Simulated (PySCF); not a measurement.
3-methylidenepent-1-en-4-yne (C6H6), SMILES C#CC(=C)C=C. Geometry optimised at B3LYP-D3(BJ)/def2-SVP. The values are those of a single conformer.

Computed equilibrium geometry at B3LYP-D3(BJ)/def2-SVP (PySCF confirms it by a frequency run) as bond lengths and angles, and its point group (one conformer of several):
point group Cs.
Atoms: C1 C2 C3 C4 C5 C6 H7 H8 H9 H10 H11 H12. Bonded distances (Å): C1–C2 1.213, C1–H7 1.074, C2–C3 1.436, C3–C4 1.353, C3–C5 1.474, C4–H8 1.091, C4–H9 1.093, C5–C6 1.340, C5–H10 1.095, C6–H11 1.092, C6–H12 1.093. Bond angles (°): C2–C1–H7 179.3, C1–C2–C3 178.9, C2–C3–C4 120.5, C2–C3–C5 118.4, C4–C3–C5 121.1, C3–C4–H8 121.5, C3–C4–H9 120.5, H8–C4–H9 118.0, C3–C5–C6 125.4, C3–C5–H10 114.8, C6–C5–H10 119.8, C5–C6–H11 121.1, C5–C6–H12 121.3, H11–C6–H12 117.7.
